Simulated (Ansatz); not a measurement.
Problem. Predict a relaxed structure of Ca₄ (the lowest singlet isomer of a short search), charge 0, singlet, at r2SCAN/def2-TZVP (Ansatz).

Solution. 
| atom | x (Å) | y (Å) | z (Å) |
| --- | --- | --- | --- |
| Ca1 | -2.025 | -0.054 | 1.057 |
| Ca2 | 0.980 | -2.060 | 0.127 |
| Ca3 | 1.345 | 1.547 | 1.009 |
| Ca4 | -0.300 | 0.567 | -2.193 |
Point group Td (tolerance 0.1 Å). This is one stationary point.

The structure comes from a short search, and lower isomers may exist.
